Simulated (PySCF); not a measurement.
## Basis-set dependence of population analyses: `FC(F)(F)[C@H]1C[SiH2]1`

Species: C3H5F3Si.
Numbering: `[F:1][C:2]([F:3])([F:4])[C@H:5]1[CH2:6][SiH2:7]1` (hydrogens: H8 on C5; H9, H10 on C6; H11, H12 on Si7)

Cartesian coordinates in Å at the PBE0-D3(BJ)/def2-SVP level; atoms count from 1:
```
atom  x, y, z in Å
F1     0.941   -0.549   -1.690
C2     1.370   -0.478   -0.418
F3     1.830   -1.687   -0.082
F4     2.421    0.354   -0.414
C5     0.287   -0.023    0.500
C6    -0.585    1.160    0.054
Si7   -1.516   -0.440    0.232
H8     0.641    0.008    1.537
H9    -0.713    1.975    0.773
H10   -0.406    1.515   -0.967
H11   -1.908   -1.185   -0.985
H12   -2.328   -0.683    1.447
```

PBE0 throughout (PySCF), one geometry, spherical d and f functions. Geometry: PBE0-D3(BJ)/def2-SVP; no solvent, vibrations or thermal averaging. Atoms taken as equivalent share a column and are averaged. The first 7 of 10 kinds of atom are listed.

Mulliken charges (e):

```
        basis  functions  F1/F3/F4      C2      C5      C6     Si7      H8      H9
       STO-3G         44    -0.124  +0.329  -0.263  -0.307  +0.551  +0.082  +0.080
        6-31G         77    -0.283  +0.818  -0.538  -0.590  +0.639  +0.233  +0.214
     pcSseg-0         77    -0.335  +1.043  -0.890  -0.829  +0.846  +0.304  +0.289
       6-31G*        112    -0.306  +0.963  -0.456  -0.543  +0.368  +0.222  +0.213
      cc-pVDZ        127    -0.174  +0.543  -0.284  -0.133  +0.214  +0.061  +0.073
     def2-SVP        127    -0.190  +0.610  -0.398  -0.215  +0.348  +0.097  +0.094
  aug-cc-pVDZ        210    -0.499  +1.532  +0.488  +0.649  -0.483  -0.478  -0.419
6-311+G(2d,p)        227    -0.300  +0.663  -0.090  -0.498  +0.453  +0.130  +0.140
    def2-TZVP        253    -0.167  +0.445  -0.239  -0.351  +0.184  +0.136  +0.143
      cc-pVTZ        284    -0.165  +0.514  -0.282  -0.287  +0.174  +0.123  +0.120
     IGLO-III        304    -0.196  +0.442  -0.213  -0.500  +0.711  +0.140  +0.134
     pcSseg-2        329    -0.251  +0.750  -0.350  -0.304  +0.522  +0.095  +0.103
```

IAO charges (e):

```tsv
basis	functions	F1/F3/F4	C2	C5	C6	Si7	H8	H9
STO-3G	44	-0.151	+0.443	-0.441	-0.500	+0.730	+0.139	+0.134
6-31G	77	-0.268	+0.741	-0.403	-0.507	+0.538	+0.184	+0.173
pcSseg-0	77	-0.265	+0.746	-0.432	-0.515	+0.560	+0.185	+0.173
6-31G*	112	-0.285	+0.814	-0.417	-0.516	+0.638	+0.172	+0.164
cc-pVDZ	127	-0.283	+0.808	-0.416	-0.518	+0.632	+0.173	+0.165
def2-SVP	127	-0.284	+0.808	-0.419	-0.514	+0.655	+0.171	+0.161
aug-cc-pVDZ	210	-0.290	+0.818	-0.417	-0.527	+0.637	+0.178	+0.170
6-311+G(2d,p)	227	-0.291	+0.817	-0.427	-0.538	+0.673	+0.179	+0.170
def2-TZVP	253	-0.293	+0.828	-0.431	-0.540	+0.679	+0.178	+0.170
cc-pVTZ	284	-0.291	+0.826	-0.428	-0.537	+0.663	+0.178	+0.170
IGLO-III	304	-0.292	+0.822	-0.430	-0.541	+0.680	+0.179	+0.170
pcSseg-2	329	-0.293	+0.827	-0.431	-0.539	+0.678	+0.179	+0.170
```

Some averages cover members that differ in this geometry, most widely: F1/F3/F4, Mulliken in aug-cc-pVDZ -0.515 to -0.484; F1/F3/F4, Mulliken in 6-311+G(2d,p) -0.316 to -0.287 e.

Question: Which scheme is steadiest as the basis changes?

Answer: Largest range over the bases for any column: IAO 0.38 e, Mulliken 1.48 e. IAO charges move least and Mulliken charges most, counted in e. Without the minimal STO-3G basis the ranges are IAO 0.14, Mulliken 1.48 e.

Question: How much do the charges still move between the two largest bases, IGLO-III and pcSseg-2?

Answer: At most, over all atoms: Mulliken 0.308 e, IAO 0.005 e.

Question: What do the same runs give for the total energy, the frontier levels and the dipole moment?

Answer: 
```tsv
basis	energy (Eh)	HOMO (eV)	LUMO (eV)	μ (D)
STO-3G	-696.7125	-4.88	5.43	1.98
6-31G	-705.6195	-7.69	0.20	2.85
pcSseg-0	-704.4744	-8.01	0.07	2.92
6-31G*	-705.7538	-7.37	0.23	2.30
cc-pVDZ	-705.7993	-7.47	0.19	2.42
def2-SVP	-705.3781	-7.57	0.16	2.55
aug-cc-pVDZ	-705.8322	-7.59	-0.39	2.69
6-311+G(2d,p)	-705.9231	-7.62	-0.42	2.78
def2-TZVP	-705.9680	-7.58	-0.23	2.67
cc-pVTZ	-705.9490	-7.56	-0.10	2.58
IGLO-III	-705.9739	-7.60	-0.11	2.72
pcSseg-2	-705.9715	-7.62	-0.35	2.76
```

The dipole is fixed by the density alone, so its range of 0.94 D shows that the density itself changes with the basis, not only its division among atoms.
